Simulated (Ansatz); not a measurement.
`C[O][Sb]([F])[F]`, charge 0, multiplicity 1.

Task: Give a relaxed structure at PBE0-D4/def2-TZVP (the Gaussian-basis code of Ansatz). (Estimate.)

Result: Computed: 
Z-matrix (Å, degrees):
```
C
O 1 1.421
H 1 1.093 2 111.3
H 1 1.093 2 111.3 3 -121.7
H 1 1.091 2 107.3 3 119.2
Sb 2 1.915 1 123.0 3 60.5
F 6 1.903 2 96.7 1 46.7
F 6 1.903 2 96.7 1 -46.6
```
Point group Cs.
